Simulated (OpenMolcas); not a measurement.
Ru2+ among 5 point charges of -2 e arranged as a trigonal bipyramid (D3h), 1.99 Å from the ion, with the axial distance 2.348 Å. The active orbitals were held to one l.

```json
{"Program": "OpenMolcas", "Method": "CASSCF", "Basis": "ANO-RCC-VDZP [6s5p3d1f]", "Scalar Hamiltonian": "DKH2, point nucleus", "Active space": "6 electrons in 5 orbitals (4d)", "State averaging": "2S+1 = 5 even, 5 roots; 2S+1 = 3 even, 45 roots; 2S+1 = 1 even, 50 roots", "Spin-orbit coupling": "state interaction with AMFI integrals over the reference wave functions"}
```

(1) What is the spin-free ground state (labels of D3, the rotations of D3h)?

(2) Where is the first state of the same spin?

(3) What are the lowest two levels with spin-orbit coupling?

(4) What is χT at 300 K, and how does it compare with the textbook value?

Results:

(1) 5E, 2-fold in its orbital part, 100 % from free-ion D terms; it has the highest spin that d6 allows.

(2) 5E at 7400 cm-1 above the ground state.

(3) A 2-fold level with g = 0.00, 0.00, 9.98, then a 2-fold level E 135.4 cm-1 above it. Their leading multiplicities are 5 (99 %) and 5 (99 %).

(4) The lowest level has 2S+1 = 5, for which the spin-only value is χT = S(S+1) / 2 = 3.000 cm3 K/mol (g = 2). The computed 4.010 at 300 K differs by +1.010, through orbital momentum, spin-orbit coupling and any other state in reach.

An orbital doublet at a regular site is open to a Jahn-Teller distortion, which this geometry leaves out. Without dynamic correlation the repulsion within the d shell is too large (B by tens of per cent), so at a given field states of lower spin stand too high. Point charges give a weaker field than real ligands, and real ions of this kind are as a rule low spin; the high spin found here belongs to the model. Point charges carry no covalency, so the field is a model and not that of real ligands. An unlabelled pair can be two single states that coincide in this model. No measured value stands beside these numbers.

With an even number of electrons the g values are those of a degenerate or nearly degenerate non-Kramers pair.
